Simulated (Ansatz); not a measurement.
`CO[SiH2][SiH2]O` + H₂S → `O[SiH2][SiH2]S` + CH₃OH  (ligand exchange at the Si–O bond)

Program: Ansatz. Geometries: PBE0-D4/def2-TZVP. ΔE: electronic, gas phase. CCSD(T)/CBS adds triple-zeta CCSD(T) − MP2 to the extrapolated MP2 energy (def2 sets, frozen cores). This one scheme is used for every species. DFT in def2-TZVPP. Each species was taken in one conformer, which may not be the lowest.

```tsv
level	ΔE (eV)
PBE-D4	0.07
PBE0-D4	0.10
B2PLYP	0.27
r2SCAN	0.17
SCS-MP2/def2-TZVPP	0.29
CCSD(T)/def2-TZVPP	0.25
MP2/def2-QZVPP	0.21
HF/CBS(def2)	0.43
```

Question: What does CCSD(T)/CBS give? (An estimate is asked.)

Answer: Computed: +0.21 eV. The listed levels differ from it by -0.14, -0.11, 0.06, -0.04, 0.08, 0.04, 0.00, 0.22 eV.

Largest T1 diagnostic among the species: 0.012.

In def2-TZVPP, CCSD(T) changes the Hartree–Fock value by −0.15 eV (the triples alone add −0.03 eV) and MP2 by −0.18 eV. The D4 term adds −0.03 eV with B3LYP and −0.02 eV with PBE0; it sums over pairs of atoms, weighted by their polarisabilities, and B3LYP, whose exchange is more repulsive, gets the larger term.

B3LYP here is the variant with VWN-RPA as its local correlation; programs differ in this.
